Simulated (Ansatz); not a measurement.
Process, species as SMILES: C[SiH](C)C [trimethylsilane] → C[Si-](C)C + H+
Structures are relaxed separately at B3LYP-D3(BJ)/def2-TZVP in Ansatz (a first-principles code).

Quantity: gas-phase deprotonation energy (electronic energy difference), in kcal/mol. Cores are frozen in the correlated levels unless marked. No spin-orbit coupling. Non-relativistic. Anions need diffuse functions: aug- sets have them; def2-D sets add few; the other sets have none. Basis-set limits of correlation are two-point, X^-3; Hartree-Fock from the larger set.

```tsv
level	program	gas-phase deprotonation energy (kcal/mol)
PBE-D4/def2-TZVPD	Ansatz + dftd4	387.3
B97M-V/def2-TZVPD	Ansatz	392.8
PBE0-D3(BJ)/def2-TZVP	Ansatz + dftd3	396.3
PBE0/def2-TZVP	Ansatz	396.3
PBE0/def2-TZVPD	Ansatz	393.8
LC-wPBE-D3(BJ)/def2-TZVPD	Ansatz + dftd3	400.2
LC-wPBE/def2-TZVPD	Ansatz	400.2
RPA@PBE/cc-pV(Q+d)Z	Ansatz	397.2
SCS-MP2/6-31G	Ansatz	392.1
SCS-MP2/aug-cc-pV(Q+d)Z	Ansatz	395.1
CCSD(T)/CBS(aug-cc-pV(T+d)Z,aug-cc-pV(Q+d)Z)	Ansatz	…
```

Problem. Fill in the missing entries.

Solution. 
- CCSD(T)/CBS(aug-cc-pV(T+d)Z,aug-cc-pV(Q+d)Z), gas-phase deprotonation energy (kcal/mol): 393.3
